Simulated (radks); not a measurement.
Valence configurations of Al III (all share [Ne]). Method: non-relativistic Kohn-Sham, TPSS, spin-polarised, spherical densities, point nucleus; open shells are filled with parallel spins first; meta-GGA in the generalised Kohn-Sham scheme; computed with a radial shooting solver on a logarithmic mesh with Libxc functionals. Energies are relative to 3s1; eigenvalues in eV for spin up.

| valence | E (eV) | moment (Bohr magnetons) | e(3p) | e(3s) |
|---|---|---|---|---|
| 3s1 | 0.000 | 1 | - | -24.395 |
| 3p1 | 6.578 | 1 | -18.350 | - |
| 3s0.5 3p0.5 | 3.307 | 1 | -18.052 | -24.639 |

NIST lists [Ne] 3s1 as the ground configuration; this level of theory agrees among the configurations tried. The energies are those of spherical high-spin densities, not of single terms.
